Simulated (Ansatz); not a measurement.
cerium atom (Ce), triplet (core potentials on Ce).

Here is a job for Ansatz (a first-principles code).
Ansatz 0.2 input:
```yaml
crystal:
  periodic: [false, false, false]
  atoms:
    - {symbol: Ce, position_ang: [0.00000000, 0.00000000, 0.00000000]}
basis:
  gaussian:
    orbitals: def2-QZVP.json
hamiltonian:
  xc: {name: SVWN5}
magnetization: {spin_polarized: true, initial_magnetization: 2}
```
The basis file holds def2-QZVP in the JSON format of the Basis Set Exchange.

**Question.** What does this run give for the total energy, number of basis functions, <S^2>?

**Answer.** 
```
Item                             Result
-------------------------  ------------
total energy               -474.3650 Eh
number of basis functions           121
<S^2>                             2.010
```
